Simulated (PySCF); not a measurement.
**Er⁵⁹⁺: ionisation energy**

Er⁵⁹⁺ [He] 2s2 2p5 (2P) → Er⁶⁰⁺ [He] 2s2 2p4 (3P), as a difference of total energies. Calculation: PySCF 2.14, in an uncontracted even-tempered set (15 s from 35 bohr⁻², ratio 2.5; 9 p from 46 bohr⁻², ratio 2.5; 5 d from 180 bohr⁻², ratio 2.7; 4 f from 280 bohr⁻², ratio 2.7); the non-relativistic Hamiltonian (point nucleus). Correlated levels: nothing frozen; virtual orbitals above 40 to 60 times the deepest correlated orbital energy dropped. The calculations carry no spin-orbit coupling.

| method | ionisation energy (eV) |
| --- | --- |
| UHF | 13098.6 |
| LDA | 13093.3 |
| PBE | 13097.3 |
| PBE0 | 13098.1 |
| r2SCAN | 13102.1 |
| B97-3 | 13097.9 |
| TPSS | 13096.9 |
| MP2 (all electrons) | 13100.1 |
| SCS-MP2 (all electrons) | 13100.1 |

Spin-orbit coupling is strong in these open shells (close to jj coupling). The scalar numbers leave it out and a first-order estimate fails, so it can dominate the gap to the real levels.

The gap to the reference is mostly relativistic.

For comparison: 13217 ± 7 eV (theoretical estimate listed by NIST; NIST Atomic Spectra Database, ionization energies).
